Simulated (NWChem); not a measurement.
Species: TiNH$_{2}$SF; SMILES [NH2][Ti]([F])=[S]

```xyz
6

Ti    -0.0465    -0.2738    -0.0315
S     -0.1519     1.7837     0.0105
F     -1.4962    -1.2760     0.1068
N      1.6668    -0.9298     0.2635
H      1.9100    -1.9081     0.4159
H      2.4956    -0.3505     0.3830
```
Atoms are numbered in this order, from 1.

Level: PBE0/def2-SVP (NWChem), optimised geometry, unscaled harmonic frequencies. 

Problem. List the harmonic frequencies with IR intensities, and the thermochemistry.

Solution. 
```tsv
frequency (cm⁻¹)	IR intensity (km/mol)
39	34.7
178	2.1
182	2.4
455	7.3
491	2.1
600	132.1
607	106.2
742	205.0
804	198.1
1492	47.1
3555	90.9
3658	38.8
```

zero-point energy: 18.3 kcal/mol
thermal correction to the enthalpy at 298.15 K (with zero-point energy): 22.6 kcal/mol
heat capacity Cv: 17.8 cal/(mol K)
entropy at 298.15 K and 1 atm (symmetry number 1): 79.4 cal/(mol K)
dipole moment: 4.22 D

Rigid rotor and harmonic oscillator; modes under 100 cm⁻¹ make the entropy uncertain.
